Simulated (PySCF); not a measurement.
Geometry (Å), atoms numbered from 1 in this order:
```xyz
22

C    -1.9363   -1.6924   -0.4142
C    -0.7630   -1.1006   -0.2419
C     0.2509   -1.6362    0.7226
C    -0.4038    0.1353   -1.0131
C     0.9564    0.0258   -1.7490
Si    1.8051    1.2265   -0.5184
C    -0.0652    1.3601   -0.1150
C    -0.5284    1.3342    1.2877
N     0.1786    1.8413    2.1955
H    -2.2138   -2.5811    0.1279
H    -2.6693   -1.3155   -1.1083
H     0.5411   -0.8710    1.4404
H     1.1504   -1.9545    0.1984
H    -0.1513   -2.4897    1.2630
H    -1.2240    0.3546   -1.7023
H     0.8821    0.4223   -2.7605
H     1.3236   -0.9936   -1.8377
H     2.6444    0.6076    0.5005
H     2.4351    2.4114   -1.0989
H    -0.4941    2.2605   -0.5637
H    -1.5111    0.8621    1.4519
H    -0.2180    1.8126    3.1325
```

- geometry: GFN2-xTB
- GIAO PBE0/pcSseg-1 shieldings
- code: PySCF 2.14.0 with density-fitted response routines
- one computed conformer, averaged over atoms made equivalent by symmetry, fast rotation or ring inversion, no solvent model, no relativistic terms

References, each an isolated molecule treated in the same way: TMS for 13C (186.93 ppm).

Q: Do the 13C shifts follow the atomic charges (in e)? Tabulate both.

A: 
```
atoms  hybridisation  δ (ppm)  σ para (ppm)  Hirshfeld    IAO  Mulliken  ESP-fitted
   C8              –    182.5          -246      +0.05  +0.06     +0.08       +0.33
   C2              –    157.4          -233      +0.02  +0.03     -0.44       +0.29
   C1              –    118.7          -184      -0.12  -0.34     -0.05       -0.60
   C4              –     48.0          -110      -0.03  -0.11     -0.18       -0.00
   C7              –     43.8          -112      -0.12  -0.40     -0.44       -0.30
   C3              –     21.3           -82      -0.12  -0.43     -0.13       -0.54
   C5              –     15.6           -82      -0.17  -0.54     -0.42       -0.42
```

Correlation coefficients of δ with charge over these carbons: Hirshfeld +0.79, IAO +0.81, Mulliken +0.41, ESP-fitted +0.68; with the paramagnetic shielding -1.00. With so few points these coefficients are fragile. Charge is one influence among several: hybridisation and low-lying excitations act through the paramagnetic term.

Shifts are as computed. Against solution values, carbons near 30 ppm lie about +3 ppm off and those near 130 ppm about +5 ppm. Of 1211 compounds with measured shifts, 218 miss one by over three times the rms of a fit or turn the order of signals round; such compounds aren't used in these exercises.
